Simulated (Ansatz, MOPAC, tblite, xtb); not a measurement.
**CBrClF2 (SMILES FC(F)(Cl)Br): the highest harmonic wavenumber at each level's own minimum, rung by rung**

CBrClF2, singlet, SMILES `FC(F)(Cl)Br`. Each level relaxes the structure for itself.

Quantity: the highest harmonic wavenumber at each level's own minimum, in cm⁻¹. The values are calculated.

```json
{"level": "GFN1-xTB", "kind": "semi-empirical", "program": "tblite", "value (cm⁻¹)": "1093"}
{"level": "PM6-D3", "kind": "semi-empirical", "program": "MOPAC", "value (cm⁻¹)": "1231"}
{"level": "PM6-ORG", "kind": "semi-empirical", "program": "MOPAC", "value (cm⁻¹)": "1353"}
{"level": "GFN2-xTB", "kind": "semi-empirical", "program": "xtb", "value (cm⁻¹)": "1086"}
{"level": "HF/STO-3G", "kind": "Hartree–Fock", "program": "Ansatz", "value (cm⁻¹)": "1469"}
{"level": "HF/3-21G", "kind": "Hartree–Fock", "program": "Ansatz", "value (cm⁻¹)": "1367"}
{"level": "HF/6-31G* (Cartesian functions)", "kind": "Hartree–Fock", "program": "Ansatz", "value (cm⁻¹)": "1356"}
{"level": "PBE/def2-SVP", "kind": "GGA", "program": "Ansatz", "value (cm⁻¹)": "1177"}
{"level": "PBE0-D4/def2-TZVP", "kind": "global hybrid", "program": "Ansatz", "value (cm⁻¹)": "1191"}
{"level": "revPBE0-D3(BJ)-ATM/pcseg-1", "kind": "global hybrid", "program": "Ansatz", "value (cm⁻¹)": "1199"}
```

All-electron rows without a relativistic Hamiltonian named are non-relativistic. Harmonic and unscaled. The values span 1086 to 1469 cm⁻¹.
